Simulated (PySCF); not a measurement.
# `C[NH2+][C@@H](CCF)C(F)(F)F`: 4 charge schemes on one density

Species: C5H10F4N (charge +1).
Structure used (GFN2-xTB), in Å, numbered top down from 1:
```
atom  x, y, z in Å
C1    -1.9938   -0.9886    0.5651
N2    -0.8911   -0.5510   -0.3225
C3     0.0748    0.4227    0.2717
C4     1.4173    0.3806   -0.4724
C5     2.1723   -0.9224   -0.2312
F6     1.3918   -1.9811   -0.6638
C7    -0.5289    1.8464    0.1821
F8     0.3453    2.7700    0.5344
F9    -1.6074    1.9687    0.9555
F10   -0.9204    2.0808   -1.0785
H11   -1.5862   -1.4797    1.4466
H12   -2.6066   -0.1463    0.8784
H13   -2.6238   -1.6986    0.0331
H14   -0.3484   -1.3896   -0.6026
H15   -1.2869   -0.1488   -1.1857
H16    0.2117    0.1809    1.3329
H17    2.0475    1.2015   -0.1269
H18    1.2506    0.5191   -1.5440
H19    3.1010   -0.9541   -0.8030
H20    2.3762   -1.0998    0.8276
```

Density: PBE0/pcSseg-1 (PySCF); schemes: Mulliken, IAO, Hirshfeld and ESP-fitted. The structure is a single GFN2-xTB conformer in the gas phase; no vibrational or solvent corrections.

**Question.** Atoms with like bonding are taken together and averaged. For which atoms does the sign change between the 4 schemes (beyond +0.03 e in one, beyond −0.03 e in another)?

**Answer.** N2. Atomic charges aren't observables, and each scheme defines them in its own way.

**Question.** Which atoms carry the highest charge in the Mulliken, IAO, Hirshfeld and ESP-fitted schemes?

**Answer.** All schemes agree: Mulliken C7 (+0.900); IAO C7 (+0.809); Hirshfeld C7 (+0.275); ESP-fitted C7 (+0.497).

**Question.** Give the atomic charges in each scheme.

**Answer.** In e; atoms taken as equivalent share a row and are averaged (×n: the atom named and its like, n in all):

| atom | environment | Mulliken | IAO | Hirshfeld | ESP-fitted |
| --- | --- | --- | --- | --- | --- |
| C1 | N-methyl carbon | -0.141 | -0.334 | -0.020 | -0.361 |
| N2 | ammonium nitrogen | -0.330 | -0.189 | +0.035 | -0.063 |
| C3 | sp3 carbon bound to nitrogen | -0.279 | -0.066 | +0.026 | -0.271 |
| C4 | chain CH2 carbon | -0.259 | -0.297 | -0.072 | -0.167 |
| C5 | sp3 C–F carbon | +0.189 | +0.032 | +0.048 | +0.135 |
| F6 | alkyl fluorine | -0.349 | -0.318 | -0.076 | -0.241 |
| C7 | CF3 carbon | +0.900 | +0.809 | +0.275 | +0.497 |
| F8/F9/F10 | fluorine of a CF3 group | -0.242 | -0.259 | -0.053 | -0.134 |
| H11/H12/H13 | methyl hydrogen | +0.184 | +0.195 | +0.084 | +0.189 |
| H14 | N–H hydrogen | +0.289 | +0.329 | +0.155 | +0.310 |
| H15 | N–H hydrogen | +0.276 | +0.324 | +0.180 | +0.310 |
| H16 | methine hydrogen | +0.197 | +0.188 | +0.077 | +0.227 |
| H17 | methylene hydrogen | +0.201 | +0.199 | +0.075 | +0.140 |
| H18 | methylene hydrogen | +0.170 | +0.169 | +0.059 | +0.114 |
| H19 | methylene hydrogen | +0.169 | +0.185 | +0.081 | +0.114 |
| H20 | methylene hydrogen | +0.142 | +0.162 | +0.066 | +0.090 |

Mean size of the charges over all atoms: Mulliken 0.258 e, IAO 0.248 e, ESP-fitted 0.201 e, Hirshfeld 0.083 e. Each set sums to the total charge, 1, to within 0.001 e. The Mulliken scheme gives each basis function's population to the atom it is centred on and halves the overlap population of two atoms between them. The IAO scheme projects the occupied orbitals on a minimal set of polarised atomic orbitals and counts the electrons in each atom's part of it.

Some averages cover members that differ in this geometry: F8/F9/F10, Mulliken -0.259 to -0.222; F8/F9/F10, ESP-fitted -0.147 to -0.111; F8/F9/F10, IAO -0.273 to -0.240 e.

**Question.** How closely do the schemes follow one another over all atoms?

**Answer.** Correlation coefficient and root-mean-square difference: IAO with Hirshfeld 0.96, 0.203 e; Mulliken with IAO 0.96, 0.085 e; IAO with ESP-fitted 0.93, 0.113 e; Mulliken with Hirshfeld 0.91, 0.222 e; Mulliken with ESP-fitted 0.91, 0.133 e; Hirshfeld with ESP-fitted 0.89, 0.147 e.

**Question.** Sum the charges by element, for elements with more than one atom.

**Answer.** 
```csv
element,atoms,Mulliken,IAO,Hirshfeld,ESP-fitted
C,5,+0.409,+0.143,+0.257,-0.166
F,4,-1.074,-1.094,-0.234,-0.643
H,10,+1.995,+2.140,+0.943,+1.873
```

**Question.** How many electrons does the IAO scheme count on C3?

**Answer.** Z − q = 6 − (-0.066) = 6.066.
